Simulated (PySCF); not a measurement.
C₃H₅BN₂, SMILES C1=NC=CB1N. Atoms are numbered in the order given.

```xyz
11

N     -0.0098    -2.1637     0.0000
B     -0.0379    -0.7691     0.0000
C     -1.2513     0.2295     0.0000
C     -0.6582     1.4513     0.0000
N      0.7991     1.4727     0.0000
C      1.2167     0.2439     0.0000
H      0.8567    -2.7041     0.0000
H     -0.8512    -2.7428     0.0000
H     -2.3407     0.0857     0.0000
H     -1.1539     2.4367     0.0000
H      2.3096     0.0590     0.0000
```

Geometry optimised at PBE-D3(BJ)/def2-SVP. This is a generated structure with no PubChem entry under its InChIKey; it may be hypothetical. Other conformers were not sampled.

Two levels are set side by side: PBE/pcSseg-1 (PySCF) and HF/pcSseg-1 (PySCF). GIAO shifts against BF3 (¹¹B), NH3 (¹⁵N), TMS (¹H), TMS (¹³C) at the same level; non-relativistic, no solvent, atoms listed together averaged. Differences are taken from unrounded values.

```json
[
 {"quantity": "δ(¹⁵N) of N1 (ppm)", "HF": "83.5"},
 {"quantity": "δ(¹¹B) of B2 (ppm)", "HF": "28.1"},
 {"quantity": "δ(¹³C) of C3 (ppm)", "HF": "117.1"},
 {"quantity": "δ(¹³C) of C4 (ppm)", "HF": "185.4"},
 {"quantity": "δ(¹⁵N) of N5 (ppm)", "HF": "466.0"},
 {"quantity": "δ(¹³C) of C6 (ppm)", "HF": "199.3"},
 {"quantity": "δ(¹H) of H9 (ppm)", "HF": "5.72"},
 {"quantity": "δ(¹H) of H10 (ppm)", "HF": "8.47"},
 {"quantity": "δ(¹H) of H11 (ppm)", "HF": "9.13"}
]
```

Q: What does PBE give, and how far is it from HF? (The exact figures need the calculation; the answer reports its results.)

A: 
| quantity | PBE | PBE minus HF |
|---|---|---|
| δ(¹⁵N) of N1 (ppm) | 115.4 | 31.9 |
| δ(¹¹B) of B2 (ppm) | 22.3 | -5.8 |
| δ(¹³C) of C3 (ppm) | 117.8 | 0.7 |
| δ(¹³C) of C4 (ppm) | 179.6 | -5.8 |
| δ(¹⁵N) of N5 (ppm) | 468.3 | 2.3 |
| δ(¹³C) of C6 (ppm) | 189.8 | -9.5 |
| δ(¹H) of H9 (ppm) | 5.51 | -0.20 |
| δ(¹H) of H10 (ppm) | 8.21 | -0.26 |
| δ(¹H) of H11 (ppm) | 8.64 | -0.50 |

Rough cost on one machine, each run with all the roots and properties that it gave: HF against PBE within a factor of 2.
